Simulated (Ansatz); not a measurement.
System: C4H6Cl2Si, charge 0, multiplicity 1. 
Coordinates optimised at B3LYP-D3(BJ)/def2-TZVP (Ansatz, an electronic-structure program):
SMILES: C=C[Si](Cl)(Cl)C=C
```xyz
13

C      2.2342    -1.5473     0.2595
C      1.7331    -0.4035    -0.2015
Si    -0.0326     0.1063     0.0022
Cl    -0.2512     1.1986     1.7431
Cl    -0.5048     1.3705    -1.5631
C     -1.2415    -1.2909     0.0629
C     -1.0421    -2.4738    -0.5141
H      1.6238    -2.2739     0.7834
H      3.2810    -1.8040     0.1386
H      2.3949     0.2904    -0.7126
H     -2.1763    -1.1151     0.5884
H     -1.7848    -3.2632    -0.4734
H     -0.1325    -2.7034    -1.0568
```

Computed values are from Ansatz. Valence correlation only, unless marked. Open shells are spin-unrestricted. No spin-orbit coupling. No relativistic terms. CBS(X,Y): correlation extrapolated as X^-3; Hartree-Fock from the larger set.

### Question
What is the total energy at CCSD(T)/CBS(cc-pV(T+d)Z,cc-pV(Q+d)Z)?

### Answer
-1364.5183 Eh.

### Question
What is the T1 diagnostic at CCSD/cc-pV(Q+d)Z?

### Answer
0.010.

### Question
What is the dipole moment at CCSD(T)/aug-cc-pV(D+d)Z?

### Answer
2.80 D.

### Question
What is the atomisation energy De at CCSD(T)/CBS(cc-pV(T+d)Z,cc-pV(Q+d)Z)?

### Answer
1259.3 kcal/mol.
